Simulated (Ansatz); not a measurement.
A structure relaxed at PBE0-D4/def2-TZVP, charge 0, multiplicity 1:

Cartesian coordinates in Å:
```
N 1.6159 0.4766 0.2289
Ge 0.2406 -0.5791 -0.3833
C -1.5273 0.0722 0.2019
S -2.6664 0.5937 -0.8069
H 1.5490 1.4499 -0.0345
H 1.7870 0.4180 1.2229
H 0.2464 -0.5527 -1.9147
H 0.4760 -1.9813 0.2063
H -1.7212 0.1026 1.2792
```

(1) Give its formula and SMILES.

(2) Summarise the bond lengths by kind.

Answers

(1) CH5GeNS, `[NH2][GeH2][CH]=S`.

(2) 1 × Ge–N 1.839 Å; 2 × H–N 1.010 to 1.011 Å; 1 × C–Ge 1.973 Å; 2 × Ge–H 1.532 to 1.539 Å; 1 × C–S 1.609 Å; 1 × C–H 1.095 Å.

Program: Ansatz 0.2.0.
